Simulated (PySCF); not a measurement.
C2H6ClFSi2, SMILES F[C@H]1C[SiH2][Si@H]1Cl. The structure is a stationary point at PBE-D3(BJ)/def2-SVP. The structure was generated by enumeration; whether it is a known compound was not checked.

Problem. Give the equilibrium geometry at PBE-D3(BJ)/def2-SVP (PySCF confirms it by a frequency run) as bond lengths and angles. (Estimate from the structure and the level; the computed values follow.)

Solution. 
Atoms: F1 C2 C3 Si4 Si5 Cl6 H7 H8 H9 H10 H11 H12. Bond lengths (Å): F1–C2 1.386, C2–C3 1.542, C2–Si5 1.940, C2–H7 1.120, C3–Si4 1.933, C3–H8 1.112, C3–H9 1.109, Si4–Si5 2.349, Si4–H10 1.500, Si4–H11 1.504, Si5–Cl6 2.090, Si5–H12 1.503. Bond angles (°): F1–C2–C3 114.3, F1–C2–Si5 120.1, F1–C2–H7 108.1, C3–C2–Si5 98.6, C3–C2–H7 109.0, Si5–C2–H7 106.0, C2–C3–Si4 98.6, C2–C3–H8 108.6, C2–C3–H9 114.8, Si4–C3–H8 106.2, Si4–C3–H9 119.3, H8–C3–H9 108.4, C3–Si4–Si5 75.9, C3–Si4–H10 115.6, C3–Si4–H11 113.3, Si5–Si4–H10 121.3, Si5–Si4–H11 116.2, H10–Si4–H11 110.5, C2–Si5–Si4 75.6, C2–Si5–Cl6 110.2, C2–Si5–H12 119.0, Si4–Si5–Cl6 110.1, Si4–Si5–H12 129.8, Cl6–Si5–H12 108.2.
Charge 0, spin multiplicity 1.
